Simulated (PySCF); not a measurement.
**Electronic structure of Re (rhenium, neutral) at the UHF level**

Configuration: [Xe] 4f14 5d5 6s2, high-spin 6S determinant. Calculation: PySCF 2.14, in aug-cc-pVTZ-PP with one added diffuse shell each of s, p, d, f, g type with ECP60MDF (7s7p6d4f3g, 113 functions); scalar relativity through the core potential.

| Property | Result |
| --- | --- |
| Total energy | -77.838075 hartree |
| One-electron energy | -133.0174 hartree |
| Hartree (Coulomb) energy | 63.0332 hartree |
| Exchange energy | -7.8539 hartree |
| ⟨S²⟩ | 8.8025 |
| ⟨L²⟩ | 0.000 |
| Sum of ⟨r⟩ | 25.61 bohr |
| Sum of ⟨r²⟩ | 59.25 bohr² |

| shell | electrons | mean orbital energy (eV) | rms radius, mean of both spins (bohr) |
| --- | --- | --- | --- |
| 5s α | 1 | -102.79 | 1.12 |
| 5s β | 1 | -96.993 | 1.12 |
| 5p α | 3 | -61.206 | 1.31 |
| 5p β | 3 | -52.682 | 1.31 |
| 5d α | 5 | -12.030 | 2.01 |
| 6s α | 1 | -8.896 | 3.63 |
| 6s β | 1 | -6.086 | 3.63 |

Energies and moments cover only the electrons outside the core potential. Spin-orbit coupling, which splits the p, d and f shells strongly at this Z, is absent.
